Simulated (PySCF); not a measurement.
Species: C6H10Cl2.
SMILES with atom numbers: `[CH3:1]/[CH:2]=[C:3](/[CH3:4])[CH2:5][CH:6]([Cl:7])[Cl:8]` (hydrogens: H9, H10, H11 on C1; H12 on C2; H13, H14, H15 on C4; H16, H17 on C5; H18 on C6)

The geometry is computed with GFN2-xTB (gas phase).

Q: Give the optimised bond lengths and angles.

A: 
```
                  bond  length (bohr)
                 C1–C2          2.823
                 C2=C3          2.509
                 C3–C4          2.832
                 C3–C5          2.857
                 C5–C6          2.873
        C6–Cl7, C6–Cl8          3.366
 C1–H9, C1–H10, C1–H11          2.057
                C2–H12          2.045
C4–H13, C4–H14, C4–H15          2.057
        C5–H16, C5–H17          2.063
                C6–H18          2.061
```

Bonds in one row agree within 0.02 bohr and their mean is given. A selection of angles:
```
     angle  degrees
  C1–C2–C3    127.5
  C2–C3–C4    122.0
  C2–C3–C5    123.1
  C4–C3–C5    115.0
  C3–C5–C6    111.2
 C5–C6–Cl7    110.5
Cl7–C6–Cl8    108.7
```

Torsions: C1–C2–C3–C4 180° (antiperiplanar); C2–C3–C5–C6 75° (synclinal); C3–C5–C6–Cl7 -174° (antiperiplanar). The mirror-image conformer, all signs reversed, is as good.

The 5 C–C bonds span 1.328 Å (C2=C3, drawn double) to 1.520 Å (C5–C6, drawn single), a spread of 0.192 Å. Of the pairs four or more bonds apart, H9···H16 is among the closest relative to their van der Waals radii: 2.19 Å, 91 % of the sum of Bondi's values.

Point group: C1 (no symmetry element, even within 0.4 Å). No frequency check. One conformer, not necessarily the lowest.
